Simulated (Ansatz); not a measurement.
A nudged elastic band was laid between two geometries of AlCl2F + H2 (6 atoms, charge 0, multiplicity 1).

These are results of RKS PBE/def2-SVP in Ansatz 0.2.0, not measurements.

```json
{
  "movable images": "7",
  "climbing image": "yes",
  "spring": "5.0 eV/Å²",
  "optimiser": "quadratic models (default)",
  "start path": "through a guess of the saddle point",
  "force threshold": "0.03 eV/Å",
  "iteration limit": "60",
  "end points": "relaxed"
}
```

Initial state:

```xyz
6
Properties=species:S:1:pos:R:3
Al 0.009 0.099 0.114
F 0.006 0.587 1.716
Cl 1.824 0.040 -0.931
Cl -1.812 -0.035 -0.914
H 0.058 -2.062 0.626
H 0.052 -1.713 1.321
```

Final state:

```xyz
6
Properties=species:S:1:pos:R:3
Al 0.021 -0.529 -0.225
F 0.019 -0.036 1.763
Cl 1.822 0.279 -0.978
Cl -1.820 0.203 -0.960
H 0.055 -2.009 0.422
H 0.040 -0.990 1.909
```

Task: What changes between the two ends?

Result: Bonds broken: H5–H6. Bonds formed: Al1–H5, F2–H6. AlCl2F + H2 becomes AlCl2FH2.

Task: What energy profile does the band end with?

Result: It converged. The highest image is number 6 of 0 to 8, 24.8 kcal/mol above the first end and 0.1 kcal/mol above the last; the last end lies 24.7 kcal/mol above the first. The top lies less than 8 meV above the higher end, about what the thresholds resolve: that end is a shoulder or a very shallow well. A vibrational analysis at the climbing image gives one clearly imaginary mode, 256i cm⁻¹: a first-order saddle point. The orbitals stay closed-shell, which can raise the energy where a bond breaks towards radicals; this wasn't checked here.

```
image  path coordinate (Å)  energy (kcal/mol)  H5–H6 (Å)  Al1–H5 (Å)  F2–H6 (Å)
    0                 0.00                0.0       0.78        2.22       2.33
    1                 0.22                0.5       0.78        2.20       2.10
    2                 0.43                2.7       0.79        2.09       1.86
    3                 0.65                7.7       0.82        1.95       1.63
    4                 0.87               16.0       0.92        1.82       1.40
    5                 1.09               23.2       1.11        1.73       1.19
    6                 1.30               24.8       1.35        1.67       1.04
    7                 1.48               24.7       1.57        1.63       0.99
    8                 1.66               24.7       1.80        1.62       0.97
```

Task: What is the geometry of the highest image?

Result: 
```xyz
6
Properties=species:S:1:pos:R:3
Al 0.019 -0.438 -0.154
F 0.022 -0.036 1.774
Cl 1.832 0.220 -0.995
Cl -1.828 0.149 -0.975
H 0.050 -1.913 0.617
H 0.041 -1.066 1.665
```

Run time: 3.4 min on 1 thread of Arm Neoverse N1, on a shared host, peak memory 0.14 GiB.
